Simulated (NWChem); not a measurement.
Molecule: SiNH$_{5}$; SMILES N[SiH3]

```xyz
7

Si    -0.0062    -0.5785     0.0000
N     -0.0500     1.1596     0.0000
H     -0.7126    -1.0487    -1.2211
H     -0.7126    -1.0487     1.2211
H      1.3444    -1.2246     0.0000
H      0.2590     1.6523    -0.8303
H      0.2590     1.6523     0.8303
```
Atoms are numbered in this order, from 1.

All runs: NWChem. Pople sets run with spherical d functions. Geometry: optimised at B3LYP/6-31G* (spherical d). Vertical excitations in the gas phase; the lowest state need not have the same character in each row.

| level | lowest excitation, singlet (eV) | oscillator strength of that lowest state | orbital gap (eV) |
|---|---|---|---|
| PBE/6-31G*, TDA | [?] | 0.024 | [?] |
| B3LYP/6-31G*, TDA | 6.34 | 0.027 | 7.52 |
| PBE0/6-31G*, TDA | 6.50 | 0.028 | 8.05 |
| LRC-wPBEh/6-31G*, TDA | 6.65 | 0.028 | 11.61 |

### Question
Fill in the missing entries.

### Answer

- PBE/6-31G*, TDA, lowest excitation, singlet (eV): 5.91
- PBE/6-31G*, TDA, orbital gap (eV): 5.68
